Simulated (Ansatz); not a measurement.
Species: sum formula H₃SiSO₃ (charge 0, doublet). It need not be the lowest isomer of its formula. SMILES: O[Si](O)(O)[S]
Structure (B3LYP-D3(BJ)/def2-TZVP (Ansatz, a first-principles code) minimum search):
```xyz
8

O      0.3465    -1.5061    -0.8187
Si    -0.0038     0.0203    -0.3324
O     -1.4230     0.4314    -1.0290
O      1.0699     1.1607    -0.7893
S      0.0188    -0.0392     1.7931
H      1.1555    -1.9072    -0.4890
H     -2.1784    -0.1499    -0.9115
H      0.8280     1.7117    -1.5399
```
Charge 0, spin multiplicity 2.

Property: atomisation energy (electronic, to ground-state atoms), in eV. Cores are frozen in the correlated levels unless marked. UHF or UKS for open shells. Spin-orbit coupling is left out. No relativistic terms. The coupled-cluster limit lacks core correlation, which all-electron functionals hold. Basis-set limits of correlation are two-point, X^-3; Hartree-Fock from the larger set. [CCSD(T)-MP2]/basis is that difference in the basis named.

| level | program | atomisation energy (eV) | minus last row |
|---|---|---|---|
| PBE-D3(BJ)/def2-TZVPD | Ansatz + dftd3 | 32.62 | 0.19 |
| BLYP-D4/def2-TZVPD | Ansatz + dftd4 | 32.02 | -0.41 |
| B3LYP-D4/def2-TZVPD | Ansatz + dftd4 | 31.83 | -0.60 |
| wB97M-V/def2-TZVPD | Ansatz | 32.23 | -0.20 |
| wB97X-V/def2-TZVPD | Ansatz | 32.17 | -0.26 |
| RI-MP2/CBS(cc-pV(T+d)Z,cc-pV(Q+d)Z)+[CCSD(T)-MP2]/cc-pV(D+d)Z | Ansatz | 32.47 | 0.04 |
| CCSD(T)/CBS(cc-pV(T+d)Z,cc-pV(Q+d)Z) | Ansatz | 32.43 | 0.00 |
